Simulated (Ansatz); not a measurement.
Species: sum formula SiNH₆, net charge 1, singlet state. It need not be the lowest isomer of its formula. 
Coordinates optimised at B3LYP-D3(BJ)/def2-TZVP (Ansatz, a quantum-chemistry and plane-wave program):
SMILES: [NH3+][SiH3]
```xyz
8

Si    -0.7001    -0.0358     0.1373
N      1.1687     0.0598    -0.2291
H     -1.1344     1.3441    -0.1040
H     -1.1580    -1.0262    -0.8429
H     -0.7197    -0.4721     1.5374
H      1.6461     0.7242     0.3854
H      1.6305    -0.8446    -0.1037
H      1.3560     0.3575    -1.1900
```
Charge +1, spin multiplicity 1.

Basis-set convergence of Hartree-Fock and MP2 correlation energies (hartree) with Ansatz. Cores are frozen in the correlated levels unless marked. No spin-orbit coupling. No relativistic terms.

| basis | functions | E(HF) | E(corr, MP2) |
|---|---|---|---|
| def2-SVP | 62 | -346.52810 | -0.28071 |
| def2-TZVPP | 157 | -346.70045 | -0.34620 |
| def2-QZVPP | 307 | -346.71249 | -0.37002 |

Extrapolating the two largest sets (X = 3 and 4) as X^-3: E(corr) = (64·(-0.37002) - 27·(-0.34620))/37 = -0.3874 Eh, an estimate of the basis-set limit. The largest set recovers 95.5 % of it, the smallest 72.5 %.
